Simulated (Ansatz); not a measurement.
One change: `CCC[SiH2]O` becomes `O[SiH2]CC[SiH3]`.

Ansatz, PBE0-D4/def2-TZVP geometries, multiplicity 1. Each molecule was computed in one conformer, which needn't be the lowest.

```tsv
property	`CCC[SiH2]O`
HOMO–LUMO gap (B3LYP/def2-TZVPP) / eV	7.72
LUMO energy (PBE/def2-TZVPP) / eV	-0.63
HOMO–LUMO gap (ωB97M-V/def2-TZVPP) / eV	12.01
size of the dipole moment (B3LYP/def2-TZVPP) / D	1.70
LUMO energy (ωB97M-V/def2-TZVPP) / eV	1.77
HOMO energy (PBE0/def2-TZVPP) / eV	-7.98
```

Task: Give the same properties after the change, and the shifts. (An estimate is asked.)

Result: Computed: 
```tsv
property	`O[SiH2]CC[SiH3]`	shift
HOMO–LUMO gap (B3LYP/def2-TZVPP) / eV	7.88	0.16
LUMO energy (PBE/def2-TZVPP) / eV	-0.62	0.01
HOMO–LUMO gap (ωB97M-V/def2-TZVPP) / eV	12.17	0.16
size of the dipole moment (B3LYP/def2-TZVPP) / D	1.84	0.14
LUMO energy (ωB97M-V/def2-TZVPP) / eV	1.84	0.07
HOMO energy (PBE0/def2-TZVPP) / eV	-8.07	-0.09
```

Dipoles are sizes alone; their direction can turn.

B3LYP here is the variant with VWN-RPA as its local correlation; programs differ in this.
